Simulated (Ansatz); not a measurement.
**Ligand exchange: SiH2Cl2 + GeH(CH3)2(SiH3) → SiH2(SiH3)Cl + GeH(CH3)2Cl**

Species: SiH2Cl2 (dichlorosilane (DCS)) `Cl[SiH2]Cl`, singlet; GeH(CH3)2(SiH3), singlet; SiH2(SiH3)Cl, singlet; GeH(CH3)2Cl, singlet. The partners trade Cl for SiH3: Si–Cl and Ge–SiH3 bonds give way to Si–SiH3 and Ge–Cl.

Shapes, held fixed at every level: PBE0-D4/def2-TZVP. Programs: Ansatz 0.2.0. Electronic energies: no zero-point or thermal term.

| level | kind | ΔE (kJ/mol) | less CCSD(T)/def2-TZVPP |
| --- | --- | --- | --- |
| HF/def2-TZVPP | Hartree–Fock | +11.5 | -10.7 |
| PBE-D4/def2-TZVPP | GGA | +19.7 | -2.5 |
| r2SCAN-D4/def2-TZVPP | meta-GGA | +21.5 | -0.7 |
| PBE0-D4/def2-TZVPP | global hybrid | +19.4 | -2.8 |
| wB97M-V/def2-TZVPP | range-separated hybrid | +23.9 | +1.7 |
| wB97X-V/def2-TZVPP | range-separated hybrid | +18.1 | -4.1 |
| CCSD/def2-TZVPP | coupled cluster or CI | +21.2 | -1.0 |
| CCSD(T)/def2-TZVPP | coupled cluster or CI | +22.2 | 0.0 |

The highest level, CCSD(T)/def2-TZVPP, gives ΔE = +22.2 kJ/mol; the levels span +11.5 to +23.9. The column of differences is taken from that level and isn't an error. No measured value is set beside it here. Relativity is left out for Ge. Outer-core shells of Ge are correlated in most correlated rows, in sets that cover them unevenly.
